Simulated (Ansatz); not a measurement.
Start from `BOB[SiH3]` and change one atom or group to get `OCOB[SiH3]`.

Ansatz, PBE0-D4/def2-TZVP geometries, multiplicity 1. Each molecule was computed in one conformer, which needn't be the lowest.

```csv
property,`BOB[SiH3]`
LUMO energy (ωB97M-V/def2-TZVPP) / eV,0.04
HOMO energy (B3LYP/def2-TZVPP) / eV,-7.81
HOMO–LUMO gap (B3LYP/def2-TZVPP) / eV,5.63
size of the dipole moment (B3LYP/def2-TZVPP) / D,0.71
zero-point energy (PBE0-D4/def2-TZVP) / kJ/mol,164.2
HOMO energy (PBE0/def2-TZVPP) / eV,-8.00
```

Problem. What does the change do to each property? (Best estimate.)

Solution. Ansatz gave: 
```tsv
property	`OCOB[SiH3]`	shift
LUMO energy (ωB97M-V/def2-TZVPP) / eV	0.78	0.74
HOMO energy (B3LYP/def2-TZVPP) / eV	-7.46	0.35
HOMO–LUMO gap (B3LYP/def2-TZVPP) / eV	6.11	0.48
size of the dipole moment (B3LYP/def2-TZVPP) / D	2.11	1.40
zero-point energy (PBE0-D4/def2-TZVP) / kJ/mol	225.3	61.1
HOMO energy (PBE0/def2-TZVPP) / eV	-7.65	0.35
```

With PBE0 the HOMO rises by 0.35 eV and the LUMO rises by 0.82 eV, so the gap widens by about 0.47 eV. PBE moves the HOMO by 0.34 eV and ωB97M-V by 0.36 eV. The zero-point energy changes by 61.1 kJ/mol with +6 modes. Dipoles are sizes alone; their direction can turn.

B3LYP here is the variant with VWN-RPA as its local correlation; programs differ in this.
